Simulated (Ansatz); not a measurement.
`C=N[SiH2]C` + `B[SiH2]B` → `B[SiH](B)[SiH2]C` + `C=N`  (formal exchange of groups at the Si–N bond)

Gas-phase electronic energies from Ansatz, PBE0-D4/def2-TZVP geometries. CCSD(T)/CBS adds triple-zeta CCSD(T) − MP2 to the extrapolated MP2 energy (def2 sets, frozen cores). This one scheme is used for every species. DFT in def2-TZVPP. One conformer a species, not always the lowest.

`C=N[SiH2]C`:

```xyz
11

C     1.105   -0.357    1.877
N     1.081   -0.381    0.621
Si    0.072    0.659   -0.356
C    -1.017   -0.400   -1.431
H     1.758   -1.042    2.433
H     0.500    0.325    2.496
H    -0.755    1.563    0.505
H     0.983    1.491   -1.185
H    -0.412   -1.070   -2.045
H    -1.625    0.221   -2.093
H    -1.690   -1.009   -0.822
```

`B[SiH2]B`:

Z-matrix (Å, degrees):
```
Si
B 1 2.009
B 1 2.008 2 100.9
H 1 1.491 2 111.5 3 -118.6
H 1 1.491 2 111.7 3 118.8
H 2 1.195 1 120.8 3 87.8
H 2 1.195 1 120.9 3 -88.7
H 3 1.195 1 120.9 2 88.6
H 3 1.195 1 120.8 2 -87.8
```

`B[SiH](B)[SiH2]C`:

```xyz
15

B    -1.524   -1.668   -0.004
Si   -1.384    0.222    0.557
B    -1.352    1.595   -0.865
Si    0.961    0.185    0.987
C     1.954   -0.225   -0.547
H    -2.017   -2.509    0.689
H    -1.034   -2.005   -1.042
H    -2.051    0.593    1.837
H    -1.750    2.709   -0.694
H    -0.855    1.326   -1.920
H     1.220   -0.814    2.061
H     1.352    1.519    1.525
H     1.784    0.515   -1.331
H     1.674   -1.204   -0.941
H     3.021   -0.240   -0.313
```

`C=N`:

Z-matrix (Å, degrees):
```
C
N 1 1.261
H 1 1.096 2 124.9
H 1 1.092 2 118.8 3 -180.0
H 2 1.021 1 111.0 3 -0.0
```

```csv
level,ΔE (kJ/mol)
r2SCAN-D4,12.4
CCSD/CBS(def2),25.7
```

Task: What does CCSD(T)/CBS give? (An estimate is asked.)

Result: Ansatz gave: +19.8 kJ/mol. The listed levels differ from it by -7.4, 5.9 kJ/mol.

Largest T1 diagnostic among the species: 0.015.

The D4 term adds −7.9 kJ/mol with B3LYP and −4.8 kJ/mol with PBE0; it sums over pairs of atoms, weighted by their polarisabilities, and B3LYP, whose exchange is more repulsive, gets the larger term. In def2-TZVPP, CCSD(T) changes the Hartree–Fock value by −37.1 kJ/mol (the triples alone add −5.8 kJ/mol) and MP2 by −32.7 kJ/mol. From PBE to PBE0 (25 % exact exchange), in def2-TZVPP and without D4, ΔE moves by +6.8 kJ/mol.

B3LYP here is the variant with VWN-RPA as its local correlation; programs differ in this.
